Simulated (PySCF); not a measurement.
Calculation: PBE-D3(BJ)/def2-TZVP // PBE0-D3(BJ)/def2-SVP (PySCF). All species are isolated molecules in the gas phase. One relaxed conformer stands for a flexible species; it need not be the lowest. 

Reference species (SMILES): `C=C(F)c1ccccc1[SiH3]` (F–C–C–C torsion 157°) (neutral, multiplicity 1).

```
Item             Result
-------------  --------
HOMO–LUMO gap   3.66 eV
LUMO           -2.27 eV
HOMO           -5.92 eV
```

Changed species: `C=Cc1c(F)cccc1[SiH3]` (C–C–C–C torsion 145°).

**Question.** Give the shifts of the HOMO–LUMO gap, LUMO and HOMO.

**Answer.** the HOMO–LUMO gap goes up by 0.06 eV, to 3.72 eV; the LUMO rises by 0.05 eV, to -2.22 eV; the HOMO drops by 0.02 eV, to -5.94 eV.
